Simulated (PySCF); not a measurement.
SMILES Cc1ccc(-c2cccs2)cc1 (C₁₁H₁₀S), singlet, GFN2-xTB optimised geometry.

```
22

C     -2.38     3.73    -0.02
C     -1.61     2.45     0.00
C     -0.22     2.45     0.00
C      0.50     1.27     0.00
C     -0.16     0.04     0.00
C      0.60    -1.20     0.00
C      0.14    -2.49     0.01
C      1.17    -3.45     0.01
C      2.41    -2.90     0.01
S      2.34    -1.18     0.00
C     -1.55     0.04     0.00
C     -2.26     1.22     0.00
H     -1.84     4.51     0.52
H     -2.51     4.07    -1.05
H     -3.36     3.61     0.42
H      0.32     3.39     0.00
H      1.58     1.30     0.00
H     -0.90    -2.75     0.01
H      0.99    -4.51     0.01
H      3.36    -3.38     0.01
H     -2.09    -0.90     0.00
H     -3.34     1.20     0.00
```

Density from CAM-B3LYP/def2-SVP (PySCF) at that geometry.

Minimum of the electron density along straight lines between bonded atoms, close to the bond critical point (lines longer than 1.1 times the sum of covalent radii, or with two minima, are not listed):

| bond | length / Å | ρ at the minimum / e bohr⁻³ | ∇²ρ there / e bohr⁻⁵ | position (fraction from the first atom) |
|---|---|---|---|---|
| C1–C2 | 1.498 | 0.258 | ___ | 0.49 |
| C2–C3 | 1.390 | 0.312 | -0.80 | 0.50 |
| C3–C4 | 1.379 | 0.317 | -0.83 | 0.50 |
| C4–C5 | 1.396 | 0.308 | -0.78 | 0.50 |
| C5–C6 | 1.448 | 0.280 | ___ | 0.49 |
| C6–C7 | 1.370 | 0.320 | -0.81 | 0.51 |
| C7–C8 | 1.409 | 0.301 | -0.76 | 0.50 |
| C8–C9 | 1.357 | 0.326 | -0.84 | 0.49 |
| C6–S10 | 1.743 | 0.209 | ___ | 0.47 |
| C9–S10 | 1.716 | 0.219 | -0.50 | 0.47 |
| C5–C11 | 1.397 | 0.307 | -0.78 | 0.50 |
| C2–C12 | 1.390 | 0.313 | -0.81 | 0.50 |
| C11–C12 | 1.380 | 0.317 | -0.83 | 0.50 |
| C1–H13 | 1.088 | 0.277 | -1.03 | 0.63 |
| C1–H14 | 1.091 | 0.274 | -1.01 | 0.63 |
| C1–H15 | 1.088 | 0.277 | -1.03 | 0.63 |
| C3–H16 | 1.081 | 0.283 | -1.08 | 0.63 |
| C4–H17 | 1.081 | 0.284 | -1.08 | 0.63 |
| C7–H18 | 1.075 | 0.284 | -1.10 | 0.63 |
| C8–H19 | 1.076 | 0.284 | -1.10 | 0.64 |
| C9–H20 | 1.072 | 0.286 | -1.13 | 0.65 |
| C11–H21 | 1.079 | 0.285 | -1.09 | 0.63 |
| C12–H22 | 1.081 | 0.283 | -1.08 | 0.63 |

### Question
What belongs in the gaps?

### Answer

- C1–C2, ∇²ρ there / e bohr⁻⁵: -0.62
- C5–C6, ∇²ρ there / e bohr⁻⁵: -0.70
- C6–S10, ∇²ρ there / e bohr⁻⁵: -0.44
